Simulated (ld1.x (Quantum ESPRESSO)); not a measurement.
# Which setting gave this result? (Pt (Z = 78), RRKJ)

Base potential:

platinum, norm-conserving RRKJ (Kleinman–Bylander form), made with ld1.x (Quantum ESPRESSO) 7.5 (LDA (PZ), scalar-relativistic). Core [Kr] 4d10 4f14, reference 5s2 5p6 5d9 6s0.5 6p0 (charge +0.5). Waves: 5p (bound): rc 1.40 bohr; 5d (bound): rc 2.05 bohr; 5s (bound): rc 1.05 bohr. Local part: the s channel. Core correction: none. rho0 = 0.001.

Occupied shells without a wave of their own: 6s. They enter only through the test configuration that unscreens the potential.

Cutoffs, loose and tight: the cutoffs (Ry, on a coarse ladder) from which the occupation-weighted sum of valence levels, in a spherical-Bessel basis at the reference potential, stays within 10 and 1 mRy of its value at 400 Ry. They do not see the model core or the augmentation charge, which bear on the density cutoff. Test errors are all-electron minus pseudo excitation energies from the reference, over the configurations 5s2 5p6 5d9 6s1 6p0; 5s2 5p6 5d9 6s0 6p0; 5s2 5p6 5d8 6s0 6p0; 5s2 5p6 5d9.5 6s0.5 6p0; 5s2 5p6 5d8 6s2 6p0; 5s2 5p6 5d10 6s0 6p0; 5s2 5p6 5d8 6s1 6p0 (two spin-polarised tests are not counted in the largest error); variants that change the core or the reference have their own tests.

Only the scale of all radii (base = 1) is moved (1 further runs of the sweep failed or gave no value and are left out):

```
scale of all radii (base = 1)  cutoff, loose  cutoff, tight  bound ghosts  largest test error (meV)
                          0.9         140 Ry         260 Ry          none                      +199
                         1.04         140 Ry         230 Ry          none                      +336
                          1.1         120 Ry         200 Ry          none                      +495
                         1.34          80 Ry         140 Ry          none                     +2451
```

Problem. One more run gave cutoff, loose: 90 Ry; cutoff, tight: 160 Ry; bound ghosts: none; largest test error (meV): +1381. Which value of the scale of all radii (base = 1) was used?

Solution. 1.25. The tight cutoff moves one way along this sweep, from 260 Ry at 0.9 to 140 Ry at 1.34, which places the run between 1.1 and 1.34.
